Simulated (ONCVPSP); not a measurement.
# Scattering properties, ONCV potential for zirconium (Zr)

zirconium (Zr), optimised norm-conserving Vanderbilt (ONCV), made with ONCVPSP 4.0.1 (LDA (Perdew-Wang 92), fully relativistic). Core [Ar] 3d10, reference 4s2 4p6 4d2 5s1.5 5p0.5. Waves: 4s+5s: rc 2.10 bohr, ncon 4, nbas 8, qcut 7.3 1/bohr, 2 projectors; 4p+5p: rc 2.55 bohr, ncon 3, nbas 7, qcut 6 1/bohr, 2 projectors; 4d: rc 1.90 bohr, ncon 4, nbas 7, qcut 5.5 1/bohr, 2 projectors, debl 3.4 Ha. Local part: polynomial inside 1.75 bohr (lpopt 5, dvloc0 0 Ha). Core correction: Teter function fitted to the true core (icmod 2), fcfact 0.25.

Open shells are filled in proportion to 2j + 1.

The phase is arctan(r·R′/R) of the radial function R(r), unwrapped; energies in Ha, scanned from -4 to 5 Ha. A pole is an energy at which the radial function vanishes at the test radius. The pseudo phase is shifted by a multiple of π to meet the all-electron one at the reference energy, and phase errors are pseudo minus all-electron; the curves can meet again beyond the range given. Levels narrower than the energy grid can be missing from the lists of poles.

**Question.** For each channel, where are the poles, and over which energies does the pseudopotential scatter like the atom?

**Answer.**

| channel | radius (bohr) | reference energy (Ha) | poles, all-electron | poles, pseudo | unbroken range about the reference energy with phases within 0.05 rad | phase error 1 Ha above the reference energy (rad) |
| --- | --- | --- | --- | --- | --- | --- |
| s | 2.13 | -0.18 | -1.84, 3.48 | -1.84, 3.47 | the whole range | -0.000 |
| p3/2 | 2.58 | -0.07 | -1.10, 2.28 | -1.10, 2.27 | below 3.8 | -0.000 |
| p1/2 | 2.58 | -0.07 | -1.18, 2.19 | -1.18, 2.16 | below 3.4 | -0.001 |
| d5/2 | 1.93 | -0.16 | 1.05 | 1.05 | the whole range | -0.000 |
| d3/2 | 1.93 | -0.16 | 1.03 | 1.03 | the whole range | -0.000 |

Phases in the p1/2 channel:

| E (Ha) | all-electron | pseudo |
| --- | --- | --- |
| -3.98 | 1.399 | 1.399 |
| -3.50 | 1.382 | 1.382 |
| -3.02 | 1.360 | 1.360 |
| -2.54 | 1.327 | 1.327 |
| -2.06 | 1.266 | 1.266 |
| -1.58 | 1.036 | 1.036 |
| -1.10 | -1.664 | -1.664 |
| -0.62 | -1.920 | -1.920 |
| -0.14 | -2.280 | -2.280 |
| 0.34 | -3.530 | -3.530 |
| 0.82 | -4.336 | -4.337 |
| 1.30 | -4.553 | -4.554 |
| 1.78 | -4.654 | -4.656 |
| 2.26 | -4.721 | -4.726 |
| 2.74 | -4.783 | -4.793 |
| 3.22 | -4.861 | -4.891 |
| 3.70 | -5.017 | -5.168 |
| 4.18 | -5.724 | -6.960 |
| 4.66 | -7.341 | -7.605 |
